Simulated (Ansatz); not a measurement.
`O[Si](O)([SiH3])Cl`, one more setting.

```yaml
crystal:
  periodic: [false, false, false]
  atoms:
    - {symbol: O, position_ang: [-0.307947, 1.682529, -0.924267]}
    - {symbol: Si, position_ang: [0.278949, 0.191615, -0.583814]}
    - {symbol: O, position_ang: [1.893836, 0.298398, -0.417631]}
    - {symbol: Si, position_ang: [-0.569033, -0.770330, 1.363200]}
    - {symbol: Cl, position_ang: [-0.227122, -1.023159, -2.186058]}
    - {symbol: H, position_ang: [-1.090866, 1.736113, -1.475027]}
    - {symbol: H, position_ang: [2.392123, 0.762478, -1.094503]}
    - {symbol: H, position_ang: [-2.047279, -0.869020, 1.234214]}
    - {symbol: H, position_ang: [-0.237872, 0.071354, 2.542471]}
    - {symbol: H, position_ang: [-0.001789, -2.130978, 1.544415]}
basis:
  gaussian: {orbitals: pcseg-2}
hamiltonian: {xc: {name: PBE0}, dispersion: d4}
accuracy: high
```

```sh
$ ansatz run in.yaml --threads 4 --pin off --events-out ev --progress --plain --max-ram 10444MiB
```

Output, abridged:

```
Functional definition: PBE0
4159 factors; integrals over basis functions are off by at most 3.2e-8 eV
mean field evaluation 1: about -32437.2616 eV, gradient 7.2e1 eV
mean field evaluation 2: about -32422.7581 eV, gradient 1.1e2 eV
mean field evaluation 4: about -32445.5089 eV, gradient 3.1e0 eV
mean field evaluation 8: about -32445.7294 eV, gradient 6.7e-1 eV
mean field evaluation 16: about -32445.7303 eV, gradient 8.3e-5 eV
mean field -32445.73028284 eV, -1192.3585953886 hartree, gradient 3.7e-8 eV, S^2 0.000000; 0 other end points of the search recorded, 0 dependent functions left out
reference -32445.73028630 eV, -1192.3585955155 hartree; 33, 33 occupied and 199, 199 virtual orbitals, 4159 factors
Total energy: -32445.96039963 eV, -1192.3670520244 hartree
```

Hardware: 4 threads of an INTEL XEON PLATINUM 8581C on a shared host. Wall time 11 s, peak host memory 1.6 GiB.
